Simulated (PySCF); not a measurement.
## Static response to an electric field

Compound: C6H5F3O.
Geometry (GFN2-xTB, Å), atoms numbered from 1 in this order:
```xyz
15
C6H5F3O angstrom
C      1.424   -2.198   -0.168
C      1.117   -1.053   -0.328
C      0.713    0.331   -0.495
C     -0.705    0.384   -1.120
C     -1.802   -0.135   -0.247
O     -0.852    0.804   -2.232
C      0.781    1.056    0.848
F      0.221    2.274    0.785
F      0.159    0.406    1.841
F      2.047    1.237    1.245
H      1.710   -3.199   -0.042
H      1.405    0.843   -1.175
H     -1.493   -1.042    0.266
H     -2.039    0.615    0.507
H     -2.692   -0.316   -0.843
```

Level: PBE0/def2-SVPD (PySCF), static field, nuclei fixed, core orbitals frozen in the response. The polarisability tensor in these axes (au):

```
x   71.75 -7.28  3.92
y   -7.28 79.67 -4.06
z    3.92 -4.06 67.84
```

Diagonalise the tensor; give its mean and Δα, where Δα² is half the sum of the squared differences of the eigenvalues.

Principal values 65.39, 68.17 and 85.69 au; mean 73.09 au = 10.83 Å³ = 12.05 × 10⁻⁴⁰ C²·m²/J; Δα = 19.06 au (26 % of the mean).

What is the dipole moment, and where does it point?

(-0.21, -2.07, 0.83) D, 2.24 D in size, pointing from the negative to the positive side. Measured along this direction, the outermost atoms are F8 at the negative end and H11 at the positive end.

Traceless (Buckingham) quadrupole moment about the centre of nuclear charge: eigenvalues?

-14.47, 5.78, 8.69 D·Å. The values depend on the origin, since the dipole doesn't vanish. The electronic extent ⟨r²⟩ about the same centre is 1285 bohr², a root-mean-square distance of 2.18 Å for the 76 electrons.

What depolarisation ratio follows for Rayleigh scattering of linearly polarised light, taking the static tensor?

ρ = 3Δα²/(45ᾱ² + 4Δα²) = 1090.2/(240366 + 1453.6) = 0.00451.

Refractivity n − 1 of an ideal gas of it at 298.15 K and 1 atm, from the electronic α?

N = p/kT = 2.4615 × 10¹⁹ cm⁻³, so n − 1 = 2π × N × 10.83 × 10⁻²⁴ cm³ = 1675 × 10⁻⁶ at long wavelengths.

Orientational against electronic polarisability at 298 K (dilute gas, rigid molecules)?

In Gaussian units μ²/3kT = 40.74 Å³ against 10.83 Å³, a ratio of 3.76; the Debye molar polarisation (4π/3)N_A(α + μ²/3kT) is 130.1 cm³/mol, leaving out the vibrational part.

The structure is a single GFN2-xTB conformer in the gas phase; no vibrational or solvent corrections.
